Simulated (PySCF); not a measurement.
PBE on Br⁻ (bromine, charge -1), [Kr], closed-shell 1S. Calculation: PySCF 2.14, in aug-cc-pVDZ-DK; scalar relativity by spin-free X2C-1e.

```
cycle= 1 E= -2605.88095511101  delta_E= -0.00885  |g|= 0.0455  |ddm|= 0.389
cycle= 2 E= -2605.88098750751  delta_E= -3.24e-05  |g|= 0.0298  |ddm|= 0.0968
cycle= 3 E= -2605.88126140107  delta_E= -0.000274  |g|= 0.012  |ddm|= 0.0886
cycle= 4 E= -2605.88137398141  delta_E= -0.000113  |g|= 0.000335  |ddm|= 0.0312
cycle= 5 E= -2605.88137408827  delta_E= -1.07e-07  |g|= 3.47e-06  |ddm|= 0.000877
cycle= 6 E= -2605.88137408828  delta_E= -8.64e-12  |g|= 1.01e-07  |ddm|= 8.82e-06
converged SCF energy = -2605.88137408828  <S^2> = -1.7763568e-14  2S+1 = 1
```

Highest occupied orbital energy: 0.130 eV; ⟨L²⟩ = 0.00; populations by l: s 8.00, p 18.00, d 10.00.

(1) Can this result be used?

## Answers

(1) With care. The calculation finished and met its thresholds. At PBE the highest occupied level has a positive energy, so only the finite basis holds that electron; in a semilocal or global hybrid functional this comes from self-interaction and does not mean that the real anion is unbound.
